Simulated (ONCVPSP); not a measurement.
Logarithmic derivatives: calcium, ONCV

- Element: calcium (Ca)
- Generator: ONCVPSP 4.0.1
- Type: optimised norm-conserving Vanderbilt (ONCV)
- Functional: PBE
- Relativity: scalar-relativistic
- Frozen core: [Ne]
- Valence charge: 10
- Reference configuration: 3s2 3p6 3d0.5 4s1.5
- Partial waves: 3s+4s: rc 1.95 bohr, ncon 3, nbas 8, qcut 8.1 1/bohr, 3 projectors, debl 3 Ha; 3p: rc 1.75 bohr, ncon 5, nbas 9, qcut 6.7 1/bohr, 2 projectors, debl 2.5 Ha; 3d: rc 2.00 bohr, ncon 3, nbas 7, qcut 9.1 1/bohr, 2 projectors, debl 1.8 Ha
- Local potential: polynomial inside 1.65 bohr (lpopt 5, dvloc0 0 Ha)
- Core correction: none

The phase is arctan(r·R′/R) of the radial function R(r), unwrapped; energies in Ha, scanned from -3 to 5 Ha. A pole is an energy at which the radial function vanishes at the test radius. The pseudo phase is shifted by a multiple of π to meet the all-electron one at the reference energy, and phase errors are pseudo minus all-electron; the curves can meet again beyond the range given. Levels narrower than the energy grid can be missing from the lists of poles.

Task: For each channel, where are the poles, and over which energies does the pseudopotential scatter like the atom?

Result:

```tsv
channel	radius (bohr)	reference energy (Ha)	poles, all-electron	poles, pseudo	unbroken range about the reference energy with phases within 0.05 rad	phase error 1 Ha above the reference energy (rad)
s	1.98	-0.13	-1.42, 4.23	-1.42, 4.22	the whole range	+0.000
p	1.77	-0.98	-0.32	-0.32	the whole range	-0.000
d	2.03	-0.04	0.55, 4.67	0.55, 4.76	the whole range	+0.000
```

Phases in the p channel:

```csv
E (Ha),all-electron,pseudo
-2.98,1.164,1.164
-2.54,1.065,1.065
-2.10,0.858,0.858
-1.66,0.252,0.252
-1.22,-0.892,-0.892
-0.78,-1.373,-1.373
-0.34,-1.564,-1.564
0.10,-1.682,-1.682
0.54,-1.785,-1.785
0.98,-1.908,-1.908
1.42,-2.101,-2.101
1.86,-2.494,-2.494
2.30,-3.285,-3.286
2.74,-3.965,-3.965
3.18,-4.270,-4.271
3.62,-4.420,-4.420
4.06,-4.508,-4.508
4.50,-4.567,-4.567
4.94,-4.610,-4.611
```
